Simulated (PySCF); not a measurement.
C3H10SSi2.
Numbering: `[SiH3:1][S:2][C@H:3]1[CH2:4][CH2:5][SiH2:6]1` (hydrogens: H7, H8, H9 on Si1; H10 on C3; H11, H12 on C4; H13, H14 on C5; H15, H16 on Si6)

The same species was optimised twice, with GFN2-xTB and with PBE0-D3(BJ)/def2-SVP (PySCF), and the same property calculations (PySCF, gas phase) were run on both structures.

```json
{"coordinate": "C5–Si6 (Å)", "GFN2-xTB": "1.913", "PBE0-D3(BJ)/def2-SVP": "1.895", "change": "-0.018"}
{"coordinate": "C3–Si6 (Å)", "GFN2-xTB": "1.923", "PBE0-D3(BJ)/def2-SVP": "1.909", "change": "-0.014"}
{"coordinate": "S2–C3 (Å)", "GFN2-xTB": "1.829", "PBE0-D3(BJ)/def2-SVP": "1.816", "change": "-0.013"}
{"coordinate": "C3–C4 (Å)", "GFN2-xTB": "1.537", "PBE0-D3(BJ)/def2-SVP": "1.550", "change": "+0.013"}
{"coordinate": "C4–C5 (Å)", "GFN2-xTB": "1.542", "PBE0-D3(BJ)/def2-SVP": "1.550", "change": "+0.008"}
{"coordinate": "Si1–S2 (Å)", "GFN2-xTB": "2.133", "PBE0-D3(BJ)/def2-SVP": "2.140", "change": "+0.007"}
{"coordinate": "S2–C3–Si6 (°)", "GFN2-xTB": "124.7", "PBE0-D3(BJ)/def2-SVP": "129.8", "change": "+5.1"}
{"coordinate": "C4–C3–Si6 (°)", "GFN2-xTB": "91.5", "PBE0-D3(BJ)/def2-SVP": "86.9", "change": "-4.6"}
{"coordinate": "C4–C5–Si6 (°)", "GFN2-xTB": "91.7", "PBE0-D3(BJ)/def2-SVP": "87.4", "change": "-4.3"}
{"coordinate": "Si1–S2–C3 (°)", "GFN2-xTB": "106.0", "PBE0-D3(BJ)/def2-SVP": "103.2", "change": "-2.8"}
{"coordinate": "S2–C3–C4 (°)", "GFN2-xTB": "116.1", "PBE0-D3(BJ)/def2-SVP": "118.7", "change": "+2.6"}
{"coordinate": "C3–Si6–C5 (°)", "GFN2-xTB": "75.2", "PBE0-D3(BJ)/def2-SVP": "77.1", "change": "+1.9"}
{"coordinate": "C3–C4–C5 (°)", "GFN2-xTB": "99.0", "PBE0-D3(BJ)/def2-SVP": "99.8", "change": "+0.8"}
{"coordinate": "Si1–S2–C3–C4 (°)", "GFN2-xTB": "-70", "PBE0-D3(BJ)/def2-SVP": "-79", "change": "-9"}
```

Rotational constants: A = 2982, B = 1174, C = 1089 MHz (GFN2-xTB) against A = 3136, B = 1158, C = 1032 MHz (PBE0-D3(BJ)/def2-SVP). Point groups within 0.08 Å: C1 and C1.

On the GFN2-xTB structure: lowest singlet, TDDFT (eV) 5.47 [wB97X-D/def2-SVPD]; isotropic polarisability (au) 106.5 [wB97X-D/def2-SVPD]; HOMO (eV) -8.35 [wB97X-D/def2-SVPD]; LUMO (eV) 1.44 [wB97X-D/def2-SVPD]; dipole (D) 1.98 [wB97X-D/def2-SVPD]; HOMO (eV) -6.57 [PBE0/pcSseg-1]; LUMO (eV) -0.14 [PBE0/pcSseg-1]; dipole (D) 1.99 [PBE0/pcSseg-1]; GIAO shielding of Si1 (ppm) 414.5 [PBE0/pcSseg-1]; GIAO shielding of S2 (ppm) 638.6 [PBE0/pcSseg-1]; GIAO shielding of C3 (ppm) 158.7 [PBE0/pcSseg-1]; GIAO shielding of C4 (ppm) 152.4 [PBE0/pcSseg-1]; GIAO shielding of C5 (ppm) 180.0 [PBE0/pcSseg-1]; GIAO shielding of Si6 (ppm) 381.4 [PBE0/pcSseg-1].

What do these properties become on the PBE0-D3(BJ)/def2-SVP structure?

| property | level | on GFN2-xTB | on PBE0-D3(BJ)/def2-SVP | change |
| --- | --- | --- | --- | --- |
| lowest singlet, TDDFT (eV) | wB97X-D/def2-SVPD | 5.47 | 5.51 | +0.04 |
| isotropic polarisability (au) | wB97X-D/def2-SVPD | 106.5 | 108.7 | +2.2 |
| HOMO (eV) | wB97X-D/def2-SVPD | -8.35 | -8.54 | -0.19 |
| LUMO (eV) | wB97X-D/def2-SVPD | 1.44 | 1.42 | -0.02 |
| dipole (D) | wB97X-D/def2-SVPD | 1.98 | 1.95 | -0.03 |
| energy, GFN2-xTB geometry as zero (kcal/mol) | wB97X-D/def2-SVPD | 0.0 | -4.0 | -4.0 |
| HOMO (eV) | PBE0/pcSseg-1 | -6.57 | -6.77 | -0.20 |
| LUMO (eV) | PBE0/pcSseg-1 | -0.14 | -0.15 | -0.01 |
| dipole (D) | PBE0/pcSseg-1 | 1.99 | 1.92 | -0.07 |
| energy, GFN2-xTB geometry as zero (kcal/mol) | PBE0/pcSseg-1 | 0.0 | -4.1 | -4.1 |
| GIAO shielding of Si1 (ppm) | PBE0/pcSseg-1 | 414.5 | 407.8 | -6.7 |
| GIAO shielding of S2 (ppm) | PBE0/pcSseg-1 | 638.6 | 652.1 | +13.5 |
| GIAO shielding of C3 (ppm) | PBE0/pcSseg-1 | 158.7 | 158.1 | -0.6 |
| GIAO shielding of C4 (ppm) | PBE0/pcSseg-1 | 152.4 | 150.0 | -2.4 |
| GIAO shielding of C5 (ppm) | PBE0/pcSseg-1 | 180.0 | 176.9 | -3.1 |
| GIAO shielding of Si6 (ppm) | PBE0/pcSseg-1 | 381.4 | 376.5 | -4.9 |

The heavy atoms differ by 0.154 Å rms after alignment. Among bonds between heavy atoms C5–Si6 changes most (-0.018 Å). Changes are differences of the printed values. Neither structure is proved a minimum here.

Shape of the structure used: `[SiH3:1][S:2][C@H:3]1[CH2:4][CH2:5][SiH2:6]1`: Si1–S2–C3–C4 -79°.

Note: wB97X-D ran without an empirical dispersion term, which enters the total energy and its gradient alone.
